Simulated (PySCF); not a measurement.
TaBr3, SMILES [Br][Ta]([Br])[Br] (connectivity only; charge and spin as stated), neutral, multiplicity 3. Atoms are numbered in the order given.

```xyz
4

Ta     0.0000     0.0000    -0.0808
Br     0.0000     0.0000    -2.5039
Br     0.0000    -1.9917     1.3362
Br     0.0000     1.9917     1.3362
```
Charge 0, spin multiplicity 3.

The structure is a stationary point at PBE0-D3(BJ)/def2-SVP. The multiplicity is an assumed one; other spin states were not compared. The def2 effective core potentials stand for the cores of Ta; spin–orbit coupling is left out.

Calculation: PySCF with ωB97X/def2-TZVP.

ESP charges are fitted to the potential on shells at 1.4 to 2.0 van der Waals radii. Atomic charges (e):

```
atom  Löwdin  ESP fit  Mulliken  Mulliken spin
----  ------  -------  --------  -------------
Ta1      ___     0.30      0.85           1.93
Br2      ___    -0.05     -0.27          -0.01
Br3      ___    -0.12     -0.29           0.04
Br4      ___    -0.12     -0.29           0.04
```

### Question
Fill in the missing entries. (The exact figures need the calculation; the answer reports its results.)

### Answer

- Ta1, Löwdin: -0.23
- Br2, Löwdin: 0.11
- Br3, Löwdin: 0.06
- Br4, Löwdin: 0.06
